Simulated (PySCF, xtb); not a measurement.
Sn(Cl)2(NH2)2 (Cl2H4N2Sn), SMILES [NH2][Sn]([NH2])([Cl])[Cl].

GFN2-xTB run with xtb 6.7.1 at its own geometry gives an orbital gap of 3.11 eV and a dipole moment of 1.58 D.

Geometry: r2SCAN-D4/def2-SVP. The structure was generated by enumeration; whether it is a known compound was not checked. The def2 effective core potentials stand for the cores of Sn; spin–orbit coupling is left out. One conformer was computed; it need not be the lowest.

Problem. What does PBE/def2-TZVP (PySCF) give? (The exact figures need the calculation; the answer reports its results.)

Solution. gap 3.95 eV (levels -6.80 and -2.85 eV), dipole 1.75 D.
